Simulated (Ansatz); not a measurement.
Single points on the cluster Cs2I2⁺.

```yaml
crystal:
  periodic: [false, false, false]
  atoms:
    - {symbol: Cs, position_ang: [0.976763, -0.607569, 2.248493]}
    - {symbol: Cs, position_ang: [-0.976783, 0.607501, -2.248108]}
    - {symbol: I, position_ang: [-0.850905, 2.271559, 0.983253]}
    - {symbol: I, position_ang: [0.850925, -2.271481, -0.983638]}
basis:
  gaussian: {orbitals: def2-TZVP, initial_orbitals: start.molden}
total_charge: 1
magnetization: {spin_polarized: true, initial_magnetization: 1}
hamiltonian: {xc: r2scan, dispersion: d4}
scf: {omitted_lower_state_checks: [starts]}
output: {orbitals: {seedname: orbitals}}
```

The file start.molden holds the orbitals of an earlier run on this structure, at another level or in another basis.

```sh
$ ansatz run in.yaml --threads 4 --pin off --events-out ev --progress --plain --max-ram 3916MiB
```

Output, abridged:

```
Functional definition: r2SCAN
1370 factors; their error is unknown
mean field evaluation 1: about -17304.9506 eV, gradient 3.8e0 eV
mean field evaluation 2: about -17304.9757 eV, gradient 3.9e-2 eV
mean field evaluation 4: about -17304.9576 eV, gradient 7.6e-5 eV
mean field evaluation 8: about -17304.9576 eV, gradient 1.2e-5 eV
mean field -17304.95758387 eV, -635.9454614858 hartree, gradient 9.4e-6 eV, S^2 0.752816; 0 other end points of the search recorded, 0 dependent functions left out
reference -17304.95760794 eV, -635.9454623701 hartree; 34, 33 occupied and 124, 125 virtual orbitals, 1370 factors
Total energy: -17304.97994378 eV, -635.9462831971 hartree
Checks for a lower state left out: starts
```

Hardware: 4 threads of Arm Neoverse V2 on a shared host. Wall time 20 s, peak host memory 0.62 GiB.

The first input with `hamiltonian: {xc: pbe, dispersion: d4}` (abridged; 9.5 s):

```
Functional definition: PBE
mean field evaluation 16: about -17297.6095 eV, gradient 3.0e-5 eV
mean field -17297.60945079 eV, -635.6754225759 hartree, gradient 3.2e-6 eV, S^2 0.751583
Total energy: -17297.72913689 eV, -635.6798209587 hartree
Checks for a lower state left out: starts
```

As the first input, with `hamiltonian: {xc: pbe0, dispersion: d4}` (abridged; 13 s):

```
Functional definition: PBE0
mean field -17298.49286897 eV, -635.7078875950 hartree, gradient 8.4e-6 eV, S^2 0.754171
Total energy: -17298.59978657 eV, -635.7118167445 hartree
Checks for a lower state left out: starts
```

Geometry: B3LYP-D4/def2-SVP, that of the neutral singlet.

In the def2 sets Cs, I take a core potential; there is no spin–orbit coupling. At r2SCAN-D4/def2-TZVP, PBE-D4/def2-TZVP the gap within one spin of the charge 1 doublet nearly closes, so an electron or hole may be smeared out by delocalisation error. The structure comes from a short search, and lower isomers may exist.
